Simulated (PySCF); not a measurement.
All values below come from PBE-D3(BJ)/def2-TZVP // CAM-B3LYP-D3(BJ)/def2-TZVP in PySCF. Isolated molecules, 0 K electronic values unless said otherwise. One relaxed conformer stands for a flexible species; it need not be the lowest. Excitations are Tamm–Dancoff values on a coarser integration grid. The basis has no diffuse functions, so Rydberg states are missing or too high.

Reference species (SMILES): `BC(=C)CC#N` (neutral, multiplicity 1).

```
Quantity               Result
-------------------  --------
T1 excitation (TDA)   3.55 eV
HOMO                 -7.69 eV
```

Changed species: `B/C(C)=C/C#N`.

Q: What does the change do to the T1 excitation (TDA) and HOMO?

A: the T1 excitation (TDA) falls by 0.62 eV, to 2.93 eV; the HOMO goes up by 0.30 eV, to -7.39 eV.
